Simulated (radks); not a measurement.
The numbers below are computed, except where a source is named.
Problem. Species: Sc3+. Configuration: [Ar] (the NIST ground configuration). Level of theory: non-relativistic Kohn-Sham, LDA (Slater exchange, Perdew-Wang correlation), spin-polarised, spherical densities, point nucleus (a radial shooting solver on a logarithmic mesh with Libxc functionals). Some entries of the table are withheld. Estimate them.

orbital  occ.  eigenvalue (eV)  <1/r> (bohr^-1)  <r^2> (bohr^2)
1s          2        -4391.515            20.49             (1)
2s          2              (2)              (3)          0.1425
2p          6              (4)            4.177          0.1180
3s          2         -85.5558            1.320           1.300
3p          6         -64.6078            1.210           1.496
3d          0         -32.7129           0.9455           2.222
4s          0              (5)              (6)           8.311
4p          0         -19.4880           0.4399           10.65
4f          0          -8.3740           0.2274           29.50

Solution. 
(1) 1s <r^2> (bohr^2): 0.007301
(2) 2s eigenvalue (eV): -501.5602
(3) 2s <1/r> (bohr^-1): 4.237
(4) 2p eigenvalue (eV): -420.7757
(5) 4s eigenvalue (eV): -24.6165
(6) 4s <1/r> (bohr^-1): 0.4967
